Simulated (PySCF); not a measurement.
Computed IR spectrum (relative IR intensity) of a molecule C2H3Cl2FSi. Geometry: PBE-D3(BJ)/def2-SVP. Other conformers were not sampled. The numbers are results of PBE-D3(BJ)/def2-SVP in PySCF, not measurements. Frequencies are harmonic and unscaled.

Lines under 2 % of the strongest are left out, and lines within 2 cm⁻¹ are merged.

```tsv
ν (cm⁻¹)	relative intensity
162	3.2
271	2.7
335	2.8
419	11
536	27
587	35
692	2.7
758	23
786	11
806	100
886	70
893	19
1073	11
1331	7.7
1614	11
2234	44
```

Which molecule gave these data?
(A) F/C(=C/Cl)[SiH2]Cl
(B) F[SiH2]C=C(Cl)Cl
(C) C=C(Cl)[Si@@H](F)Cl
(D) F/C=C(/Cl)[SiH2]Cl

C, C=C(Cl)[Si@@H](F)Cl
